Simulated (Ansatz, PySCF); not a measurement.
A series of H-O bond dissociation energy values:

A. OB(O)Cl [chloroboronic acid] → [O]B(O)Cl + H atom
B. CCCCCO -> CCCCC[O] + H atom
C. CB(C)O [dimethylborinic acid] → CB(C)[O] + H atom
D. O[Si](O)(O)F → [O][Si](O)(O)F + H atom
E. O[Si](O)(O)Cl [chloro(trihydroxy)silane] → [O][Si](O)(O)Cl + H atom

Quantity: bond dissociation energy (enthalpy at 298 K, with B3LYP-D3(BJ) rigid-rotor harmonic-oscillator terms), kJ/mol. Each molecule is optimised on its own at B3LYP-D3(BJ)/def2-TZVP (Ansatz, an electronic-structure program), one conformer each, not searched for the lowest. Frequencies are from Ansatz or PySCF. Valence correlation only, unless marked. Open shells are spin-unrestricted. No spin-orbit coupling. No relativistic terms. CBS(X,Y): correlation extrapolated as X^-3; Hartree-Fock from the larger set. The bracket is a focal-point correction in the basis named.

|  | RI-HF/cc-pV(T+d)Z (Ansatz) | BHLYP/def2-TZVPD (Ansatz) | wB97X-V/def2-TZVPD (Ansatz) | RI-MP2/CBS(cc-pV(T+d)Z,cc-pV(Q+d)Z)+[CCSD(T)-MP2]/cc-pV(T+d)Z (Ansatz) |
|---|---|---|---|---|
| A | 327.3 | 442.4 | 461.6 | ___ |
| B | 290.6 | 402.4 | 419.1 | ___ |
| C | 310.8 | 411.9 | 423.3 | ___ |
| D | 368.2 | 485.6 | 503.8 | ___ |
| E | 367.5 | 481.3 | 499.2 | ___ |

Problem. What belongs in the gaps?

Solution. 
- A, RI-MP2/CBS(cc-pV(T+d)Z,cc-pV(Q+d)Z)+[CCSD(T)-MP2]/cc-pV(T+d)Z (Ansatz): 481.3
- B, RI-MP2/CBS(cc-pV(T+d)Z,cc-pV(Q+d)Z)+[CCSD(T)-MP2]/cc-pV(T+d)Z (Ansatz): 443.2
- C, RI-MP2/CBS(cc-pV(T+d)Z,cc-pV(Q+d)Z)+[CCSD(T)-MP2]/cc-pV(T+d)Z (Ansatz): 443.1
- D, RI-MP2/CBS(cc-pV(T+d)Z,cc-pV(Q+d)Z)+[CCSD(T)-MP2]/cc-pV(T+d)Z (Ansatz): 525.3
- E, RI-MP2/CBS(cc-pV(T+d)Z,cc-pV(Q+d)Z)+[CCSD(T)-MP2]/cc-pV(T+d)Z (Ansatz): 520.3
